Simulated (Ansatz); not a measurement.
One change: `N/C=[CH]/[AlH][F]` becomes `N/C=C/[SiH3]`.

Ansatz, PBE0-D4/def2-TZVP geometries, multiplicity 1. Each molecule was computed in one conformer, which needn't be the lowest.

```json
{"property": "LUMO energy (B3LYP/def2-TZVPP) / eV", "`N/C=[CH]/[AlH][F]`": "-0.89"}
{"property": "HOMO–LUMO gap (PBE/def2-TZVPP) / eV", "`N/C=[CH]/[AlH][F]`": "3.86"}
{"property": "HOMO energy (ωB97M-V/def2-TZVPP) / eV", "`N/C=[CH]/[AlH][F]`": "-8.51"}
{"property": "LUMO energy (PBE0/def2-TZVPP) / eV", "`N/C=[CH]/[AlH][F]`": "-0.67"}
{"property": "LUMO energy (ωB97M-V/def2-TZVPP) / eV", "`N/C=[CH]/[AlH][F]`": "1.01"}
{"property": "size of the dipole moment (ωB97M-V/def2-TZVPP) / D", "`N/C=[CH]/[AlH][F]`": "3.91"}
```

(1) Give the same properties after the change, and the shifts. (An estimate is asked.)

Answers

(1) Computed: 
```json
{"property": "LUMO energy (B3LYP/def2-TZVPP) / eV", "`N/C=C/[SiH3]`": "0.23", "shift": "1.12"}
{"property": "HOMO–LUMO gap (PBE/def2-TZVPP) / eV", "`N/C=C/[SiH3]`": "4.62", "shift": "0.76"}
{"property": "HOMO energy (ωB97M-V/def2-TZVPP) / eV", "`N/C=C/[SiH3]`": "-8.40", "shift": "0.11"}
{"property": "LUMO energy (PBE0/def2-TZVPP) / eV", "`N/C=C/[SiH3]`": "0.46", "shift": "1.13"}
{"property": "LUMO energy (ωB97M-V/def2-TZVPP) / eV", "`N/C=C/[SiH3]`": "2.30", "shift": "1.29"}
{"property": "size of the dipole moment (ωB97M-V/def2-TZVPP) / D", "`N/C=C/[SiH3]`": "3.06", "shift": "-0.85"}
```

With PBE0 the HOMO rises by 0.14 eV and the LUMO rises by 1.13 eV, so the gap widens by about 0.99 eV. PBE moves the HOMO by 0.19 eV and ωB97M-V by 0.11 eV. The zero-point energy changes by 41.1 kJ/mol with +3 modes. Dipoles are sizes alone; their direction can turn.

B3LYP here is the variant with VWN-RPA as its local correlation; programs differ in this.
